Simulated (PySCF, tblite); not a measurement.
Isomers of C5H7FO2Si. Calculated harmonic vibrations of the isolated species, GFN2-xTB (tblite), most abundant isotopes, no scaling. The method is semi-empirical: single wavenumbers can be off by several per cent or more. Modes of hydrogen on silicon can be 10 to 20 % off. One conformer each.

Electronic energies: PBE0/pcSseg-1 single points on the GFN2-xTB geometries (PySCF, gas phase).

```csv
SMILES,"electronic energy, lowest = 0 (kJ/mol)"
O=C(O)C1=C[C@@H]1C[SiH2]F,197.6
O=C1OCC=C1C[SiH2]F,0.0
COC1=C[Si@@H](O)C=C1F,159.6
```

Q: How do GFN2-xTB zero-point energies change the relative energies?

A: 
```csv
SMILES,ZPE (kJ/mol),of it from modes above 1550 cm⁻¹,electronic (kJ/mol),"with ZPE, lowest = 0 (kJ/mol)",lowest mode (cm⁻¹),rings
O=C1OCC=C1C[SiH2]F,286.0,138.7,0.0,0.0,30,1
COC1=C[Si@@H](O)C=C1F,287.3,145.9,159.6,160.9,90,1
O=C(O)C1=C[C@@H]1C[SiH2]F,279.7,142.9,197.6,191.3,26,1
```

The zero-point energies span 7.6 kJ/mol, from `O=C(O)C1=C[C@@H]1C[SiH2]F` to `COC1=C[Si@@H](O)C=C1F`. The order is unchanged.

Q: And how do the electronic energies of GFN2-xTB itself compare?

A: `O=C1OCC=C1C[SiH2]F` 0.0; `COC1=C[Si@@H](O)C=C1F` 195.8; `O=C(O)C1=C[C@@H]1C[SiH2]F` 222.8 kJ/mol, lowest = 0. Against the energies above, taken from the same isomer `O=C1OCC=C1C[SiH2]F`, the largest difference is 36.2 kJ/mol.

Q: What do entropy and thermal enthalpy add at 298.15 K and 1 bar (rigid rotor, harmonic oscillator, one conformer each)?

A: 
| SMILES | point group | symmetry number | S (J/(mol K)) | H − H(0) (kJ/mol) | ZPE + H − H(0) − TS (kJ/mol) |
| --- | --- | --- | --- | --- | --- |
| O=C1OCC=C1C[SiH2]F | C1 | 1 | 412.3 | 27.58 | 190.7 |
| COC1=C[Si@@H](O)C=C1F | C1 | 1 | 407.4 | 29.06 | 194.9 |
| O=C(O)C1=C[C@@H]1C[SiH2]F | C1 | 1 | 440.7 | 30.38 | 178.7 |
